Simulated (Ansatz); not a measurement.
The same path of BH3O + BrH (7 atoms, charge 0, multiplicity 1) was run twice with different band settings. Lost on the way: Br6–H7. Made: B1–Br6, O2–H7.

The calculation used RKS BHLYP-D4/def2-SVP (Ansatz).

Relaxed end points:

```xyz
7
Properties=species:S:1:pos:R:3
B -0.131 -0.484 -0.026
O -0.489 0.161 1.098
H -1.118 -0.303 1.647
H 0.655 0.064 -0.742
H -0.593 -1.565 -0.275
Br 0.730 3.238 1.851
H 0.194 1.945 1.587
```

```xyz
7
Properties=species:S:1:pos:R:3
B 0.007 0.367 0.052
O -0.161 -0.102 1.606
H -1.041 0.140 1.912
H 1.136 0.073 -0.218
H -0.892 -0.185 -0.513
Br -0.259 2.366 0.153
H 0.459 0.396 2.148
```

Common settings: spring 5.0 eV/Å²; optimiser quadratic models (default); start path through a guess of the saddle point; force threshold 0.05 eV/Å; iteration limit 60; end points relaxed.

| run | movable images | climbing image |
| --- | --- | --- |
| 1 | 7 | yes |
| 2 | 8 | no |

Problem. What does each run give, and how far can it be trusted?

Solution. Run 1: converged after 23 iterations, highest image 1.025 eV above the first end. A vibrational analysis at the climbing image gives one clearly imaginary mode, 1248i cm⁻¹: a first-order saddle point.
Run 2: converged after 16 iterations, highest image 1.011 eV above the first end. No image climbed, so the highest image needn't sit at the top of the path.
The orbitals stay closed-shell, which can raise the energy where a bond breaks towards radicals; this wasn't checked here.
